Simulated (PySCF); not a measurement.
Input for PySCF: R-B3LYP/6-311+G** on CH5B (SMILES BC), a point of a torsion scan.

```python
from pyscf import gto, scf, dft, mp
from pyscf.data.elements import chemcore

mol = gto.M(
    atom='''
    B     0.89691992    0.06805798    0.00234058
    C    -0.66100003   -0.08378512   -0.00729445
    H     1.60229087   -0.86460429   -0.02487636
    H     1.36515401    1.14015240    0.04177173
    H    -1.08332978    0.36218183    0.89394830
    H    -1.02405856   -1.10582935   -0.07299890
    H    -1.09580849    0.48073056   -0.83237457
    ''',
    basis='6-311+g**',
    charge=0, spin=0, verbose=3, max_memory=1800)
mf = dft.RKS(mol, xc='b3lyp')
mf.conv_tol = 1e-8
mf.max_cycle = 100
mf.kernel()
if not mf.converged:
    mf = mf.newton().run(mf.mo_coeff, mf.mo_occ)
```

The log:

```
converged SCF energy = -65.9670919421472
```

The calculation finished and met its thresholds.

Cost: roughly 5 core-seconds.
